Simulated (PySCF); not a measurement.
F6Mo, SMILES [F][Mo-]([F])([F])([F])([F])[F] (connectivity only; charge and spin as stated), charge -1, multiplicity 2.

Geometry optimised at PBE0-D3(BJ)/def2-SVPD. The multiplicity is an assumed one; other spin states were not compared. The def2 effective core potentials stand for the cores of Mo; spin–orbit coupling is left out.

Level of theory: PySCF with PBE0-D3(BJ)/def2-SVPD.

Frequencies are harmonic and unscaled.

Question: List the normal modes with their intensities. (The exact figures need the calculation; the answer reports its results.)

Answer: 
```
mode  ν (cm⁻¹)  IR (km/mol)  moving atoms (share of kinetic energy)
----  --------  -----------  --------------------------------------
1           83          0.0                                 F 100 %
2          118          1.7                                  F 99 %
3          140          8.8                                  F 96 %
4          167          0.0                                 F 100 %
5          252         23.1                         F 78 %, Mo 22 %
6          253          0.0                                 F 100 %
7          265         18.2                         F 79 %, Mo 21 %
8          273         14.7                         F 78 %, Mo 22 %
9          284          0.0                                 F 100 %
10         284          0.0                                 F 100 %
11         572          0.0                                 F 100 %
12         638        378.9                         F 68 %, Mo 32 %
13         646        377.9                         F 70 %, Mo 30 %
14         665        390.5                         F 69 %, Mo 31 %
15         676          0.0                                 F 100 %
```
